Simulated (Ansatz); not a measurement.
Calculated with Ansatz (gas phase, PBE0-D4/def2-TZVP geometries, no zero-point term in ΔE). CCSD(T)/CBS adds triple-zeta CCSD(T) − MP2 to the extrapolated MP2 energy (def2 sets, frozen cores). DFT in def2-TZVPP. Elements past krypton have def2 core potentials. For I outer-core shells are correlated without core-valence functions, which leaves a few kJ/mol of doubt a bond. One conformer a species, not always the lowest.

`C[Si](C)(F)I` → `CC[SiH](F)I`  (isomerisation)

`C[Si](C)(F)I`:

Cartesian coordinates in Å:
```
C -1.192 -0.901 0.586
Si 0.237 -0.351 -0.453
C 1.017 1.238 0.082
F 1.353 -1.497 -0.420
I -0.494 -0.146 -2.782
H -1.992 -0.158 0.560
H -1.592 -1.849 0.222
H -0.872 -1.033 1.623
H 0.293 2.055 0.038
H 1.860 1.491 -0.564
H 1.381 1.150 1.110
```

`CC[SiH](F)I`:

Cartesian coordinates in Å:
```
C 1.407 0.265 0.070
C 0.023 0.569 -0.496
Si -1.364 -0.409 0.251
F -1.427 -0.130 1.823
I -1.004 -2.801 -0.056
H 1.446 0.452 1.145
H 2.169 0.888 -0.403
H 1.681 -0.779 -0.094
H -0.005 0.396 -1.578
H -0.235 1.625 -0.348
H -2.691 -0.077 -0.313
```

```
             level  ΔE (eV)
         r2SCAN-D4     0.72
            B2PLYP     0.67
CCSD(T)/def2-TZVPP     0.66
      HF/CBS(def2)     0.63
```

Task: What does CCSD(T)/CBS give? (An estimate is asked.)

Result: Ansatz gave: +0.67 eV. The listed levels differ from it by 0.05, 0.00, -0.01, -0.04 eV.

Largest T1 diagnostic among the species: 0.009.
